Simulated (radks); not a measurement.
Neutral bismuth, configuration [Hg] 6p3.

All-electron calculation, scalar-relativistic Kohn-Sham, BLYP, spin-polarised, spherical densities, finite nucleus; open shells are filled with parallel spins first (spin-orbit coupling, left out, can overturn this in heavy ions); Fermi nuclear charge, rms radius 5.5211 fm. Program: a radial shooting solver on a logarithmic mesh with Libxc functionals.

Energy parts (hartree):
| part | energy |
|---|---|
| total | -21525.3882 |
| kinetic | 24397.2878 |
| electron-nucleus | -53789.4713 |
| Hartree | 8262.3603 |
| exchange-correlation | -395.5649 |

Orbitals (lengths in bohr, moments of r in powers of bohr):
orbital  occ.  eigenvalue (hartree)      <r^2>       <r^4>
1s up       1             -3330.412  0.0003463   3.330e-07
1s down     1             -3330.411  0.0003463   3.330e-07
2s up       1             -598.4346   0.005245  0.00004780
2s down     1             -598.4342   0.005245  0.00004780
2p up       3             -512.1540   0.004485  0.00003997
2p down     3             -512.1531   0.004485  0.00003997
3s up       1             -144.4396    0.03370    0.001711
3s down     1             -144.4388    0.03370    0.001711
3p up       3             -119.7762    0.03501    0.001919
3p down     3             -119.7753    0.03501    0.001919
3d up       5             -94.94084    0.02901    0.001473
3d down     5             -94.94006    0.02901    0.001473
4s up       1             -33.12861     0.1605     0.03705
4s down     1             -33.12729     0.1605     0.03705
4p up       3             -25.04378     0.1841     0.04989
4p down     3             -25.04238     0.1841     0.04988
4d up       5             -15.78561     0.2059     0.06653
4d down     5             -15.78403     0.2059     0.06652
4f up       7              -5.59079     0.2322      0.1041
4f down     7              -5.58898     0.2322      0.1040
5s up       1              -5.78018     0.7729      0.8566
5s down     1              -5.77639     0.7729      0.8560
5p up       3              -3.50695      1.013       1.522
5p down     3              -3.50325      1.012       1.515
5d up       5              -0.98234      1.785       5.448
5d down     5              -0.97243      1.755       5.206
6s up       1              -0.54049      5.392       45.11
6s down     1              -0.49626      5.322       44.54
6p up       3              -0.17965      10.60       192.4
6p down     0              -0.13183      11.59       244.8

The highest occupied level is 6p up at -4.889 eV. The electron density at the nucleus is 3.215e+06 e/bohr^3 (large components only). Summed over all electrons, <r^2> = 75.18 bohr^2, which gives a Langevin (diamagnetic) susceptibility term of -59.5 x 10^-6 cm^3/mol. Spin moment in Bohr magnetons: 3. The density falls to 0.001 e/bohr^3 at r = 4.76 bohr.
